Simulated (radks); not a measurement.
The numbers below are computed, except where a source is named.
Isoelectronic series with 31 electrons, each ion in its NIST ground configuration. Level of theory: Dirac Kohn-Sham, PBE, spin-unpolarised, spherical densities, point nucleus; open shells fill j = l - 1/2 first (a radial shooting solver on a logarithmic mesh with Libxc functionals). Total energies (hartree) and mean radii <r> (bohr) (* marks an orbital that is empty in some or all of the ions):

| ion | configuration | E (hartree) | 4p3/2* | 4p1/2 | 4s1/2 | 3d5/2 | 3d3/2 |
|---|---|---|---|---|---|---|---|
| Ga | [Ar] 3d10 4s2 4p1 | -1944.02152 | 3.458 | 3.388 | 2.345 | 0.8133 | 0.8069 |
| As2+ | [Ar] 3d10 4s2 4p1 | -2259.94283 | 2.157 | 2.127 | 1.809 | 0.6772 | 0.6726 |
| Br4+ | [Ar] 3d10 4s2 4p1 | -2602.37207 | 1.700 | 1.677 | 1.506 | 0.5870 | 0.5831 |
| Rb6+ | [Ar] 3d10 4s2 4p1 | -2971.35435 | 1.431 | 1.410 | 1.303 | 0.5208 | 0.5172 |
| Nb10+ | [Ar] 3d10 4s2 4p1 | -3789.57826 | 1.107 | 1.089 | 1.038 | 0.4280 | 0.4247 |
| Tc12+ | [Ar] 3d10 4s2 4p1 | -4239.22810 | 0.9988 | 0.9817 | 0.9446 | 0.3938 | 0.3905 |
| Rh14+ | [Ar] 3d10 4s2 4p1 | -4716.22739 | 0.9113 | 0.8946 | 0.8674 | 0.3649 | 0.3616 |
| Ag16+ | [Ar] 3d10 4s2 4p1 | -5220.85305 | 0.8388 | 0.8223 | 0.8022 | 0.3401 | 0.3369 |
| In18+ | [Ar] 3d10 4s2 4p1 | -5753.40784 | 0.7775 | 0.7611 | 0.7463 | 0.3186 | 0.3153 |
| Sb20+ | [Ar] 3d10 4s2 4p1 | -6314.22050 | 0.7249 | 0.7085 | 0.6977 | 0.2998 | 0.2964 |
| I22+ | [Ar] 3d10 4s2 4p1 | -6903.64653 | 0.6792 | 0.6627 | 0.6550 | 0.2831 | 0.2797 |
| Cs24+ | [Ar] 3d10 4s2 4p1 | -7522.0694 | 0.6390 | 0.6224 | 0.6172 | 0.2682 | 0.2647 |
| La26+ | [Ar] 3d10 4s2 4p1 | -8169.9019 | 0.6034 | 0.5866 | 0.5834 | 0.2548 | 0.2513 |
| Pr28+ | [Ar] 3d10 4s2 4p1 | -8847.5884 | 0.5716 | 0.5545 | 0.5530 | 0.2427 | 0.2391 |
| Pm30+ | [Ar] 3d10 4s2 4p1 | -9555.6065 | 0.5430 | 0.5257 | 0.5254 | 0.2317 | 0.2280 |
| Eu32+ | [Ar] 3d10 4s2 4p1 | -10294.4700 | 0.5171 | 0.4996 | 0.5004 | 0.2217 | 0.2180 |
| Tb34+ | [Ar] 3d10 4s2 4p1 | -11064.7315 | 0.4936 | 0.4757 | 0.4774 | 0.2125 | 0.2087 |
| Ho36+ | [Ar] 3d10 4s2 4p1 | -11866.9857 | 0.4721 | 0.4539 | 0.4563 | 0.2041 | 0.2002 |
| Tm38+ | [Ar] 3d10 4s2 4p1 | -12701.8731 | 0.4524 | 0.4338 | 0.4368 | 0.1963 | 0.1923 |
